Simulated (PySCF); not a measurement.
TDDFT excited states: GeH6OSSi

Species: GeH6OSSi.
SMILES with atom numbers: `[SiH3:1][O:2][GeH2:3][SH:4]` (hydrogens: H5, H6, H7 on Si1; H8, H9 on Ge3; H10 on S4)

Computed with TDDFT CAM-B3LYP/def2-SVPD, vertical, gas phase, core orbitals frozen in the response in PySCF 2.14.0, density-fitted response routines. The structure is a single PBE0-D3(BJ)/def2-SVP conformer in the gas phase; no vibrational or solvent corrections. Relativistic effects, spin–orbit coupling among them, are left out although an element past zinc is present. Torsions of this conformer, `[SiH3:1][O:2][GeH2:3][SH:4]`: Si1–O2–Ge3–S4 27°, H–S4–Ge3–O2 71°.

| state | E (eV) | E (hartree) | f | main configurations (H = HOMO, L = LUMO) |
| --- | --- | --- | --- | --- |
| S1 | 6.03 | 0.2217 | 0.0018 | H→L+1 (42%), H→L (30%), H→L+4 (10%) |
| S2 | 6.29 | 0.2313 | 0.048 | H→L (48%), H→L+1 (44%) |
| S3 | 6.94 | 0.2551 | 0.010 | H→L+2 (72%) |
| S4 | 7.16 | 0.2632 | 0.0012 | H-1→L+2 (55%), H-1→L (29%) |
| S5 | 7.47 | 0.2743 | 0.015 | H-2→L+2 (44%), H-2→L (39%) |
| S6 | 7.65 | 0.2812 | 0.012 | H-1→L (27%), H-2→L+2 (16%), H-1→L+2 (16%) |
| S7 | 7.72 | 0.2837 | 0.022 | H-1→L+1 (69%), H-2→L+1 (11%) |
| S8 | 7.76 | 0.2851 | 0.042 | H→L+5 (32%), H→L+4 (24%), H→L+6 (8%) |
| S9 | 7.89 | 0.2900 | 0.057 | H-1→L (24%), H-2→L (20%), H-2→L+2 (18%) |
| S10 | 7.98 | 0.2932 | 0.095 | H-2→L+1 (37%), H→L+6 (13%), H→L+4 (12%) |

Triplets, Tamm–Dancoff:

```csv
state,E (eV),λ (nm),"main configurations (H = HOMO, L = LUMO)"
T1,5.63,220.1,"H→L+1 (40%), H→L (26%), H→L+4 (11%)"
T2,5.77,214.7,"H→L+1 (43%), H→L (43%)"
T3,6.52,190.2,H→L+2 (62%)
T4,6.78,182.8,"H-1→L+2 (51%), H-1→L (17%), H-1→L+1 (8%)"
```

The lowest singlet lies at 6.03 eV (206 nm, ultraviolet) and is very weak; its leading configuration is HOMO→LUMO+1 (42%). The most intense listed level is S10 at 7.98 eV (155 nm, f = 0.095), 1.95 eV above S1. It is the last of those listed, so stronger ones may follow. Löwdin shares by element: HOMO sulfur 79%, germanium 7%, hydrogen 6% or more, oxygen 4%; LUMO sulfur 30%, germanium 26%, hydrogen 13% or more, silicon 10% (atoms not listed hold the other 20%). The listed states span 1.95 eV, and the widest gap between neighbours is 0.65 eV (S2 to S3). The oscillator strengths of these states sum to 0.304; summed over the whole spectrum of an exact calculation they would give the number of electrons, 76 (Thomas–Reiche–Kuhn). Weighted by f, the mean energy of these states is 7.56 eV. The vertical ionisation energy (ΔSCF) is 10.03 eV, 2.05 eV above S10. Singlets were solved by full linear response, triplets in the Tamm–Dancoff approximation.

On an Arm Neoverse V1 with one thread, shared host, this took 1.9 min of wall time.
